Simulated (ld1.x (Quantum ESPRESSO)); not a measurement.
## Se, PAW: configuration errors across variants

selenium, PAW, made with ld1.x (Quantum ESPRESSO) 7.5 (LDA (PZ), scalar-relativistic). Core [Ar] 3d10, reference 4s2 4p4. Waves: 4s (bound): rcut 1.30, rcutus 1.70 bohr; 4s channel at -0.8 Ry: rcut 1.30, rcutus 1.70 bohr; 4p (bound): rcut 1.45, rcutus 1.90 bohr; 4p channel at 3.15 Ry: rcut 1.45, rcutus 1.90 bohr; 4d channel at -0.1 Ry: rcut 2.05, rcutus 2.30 bohr; 4d channel at 1.45 Ry: rcut 2.05, rcutus 2.30 bohr. Local part: all-electron potential smoothed inside 2.30 bohr (lloc = -1). Core correction: a·sin(br)/r model core inside 1.00 bohr. Augmentation charge: PSQ, inside the norm-conserving radii.

All-electron excitation energies from the reference (eV): (1) 4s2 4p3 11.009; (2) 4s2 4p2 31.567; (3) 4s2 4p1 62.723; (4) 4s0 4p6 22.094; (5) 4s2 4p3.5 4.387; (6) 4s1 4p5 10.939; (7) 4s2 4p4.3 -1.637; (8) 4s2 4p4 spin -0.593; (9) 4s2 4p3 spin 9.371.

Spin tests fill each open shell by Hund’s rule, majority spin first.

The overlap operator is not positive definite (basis up to 400 Ry) in “waves 4s (bound): rcut 1.30, rcutus 2.58 bohr; 4s channel at -0.8 Ry: rcut 1.30, rcutus 2.58 bohr”. Such files are unfit for use, however small their errors in these radial tests.

3 further variants failed, have other tests or too few solved ones, and are left out.

Errors AE − PS in meV (a dash: test not solved or not reliable):

| change | (1) | (2) | (3) | (4) | (5) | (6) | (7) | (8) | (9) | bound ghosts |
| --- | --- | --- | --- | --- | --- | --- | --- | --- | --- | --- |
| base | -4.7 | -29 | -107 | -18 | -1.2 | -5.0 | +0.2 | -2.9 | -15 | none |
| waves 4s (bound): rcut 1.30, rcutus 2.58 bohr; 4s channel at -0.8 Ry: rcut 1.30, rcutus 2.58 bohr | -5.8 | -40 | -155 | -18 | -1.3 | -5.7 | +0.2 | -3.6 | -19 | not determined (overlap not positive) |
| waves 4p (bound): rcut 1.45, rcutus 1.88 bohr; 4p channel at 3.15 Ry: rcut 1.45, rcutus 1.88 bohr | -4.7 | -29 | -107 | -18 | -1.2 | -5.0 | +0.2 | -2.9 | -15 | none |

Q: Give the same row for: local potential all-electron potential smoothed inside 1.55 bohr (lloc = -1).

A: -4.7, -29, -106, -18, -1.2, -5.0, +0.2, -2.9, -15; bound ghosts: none.
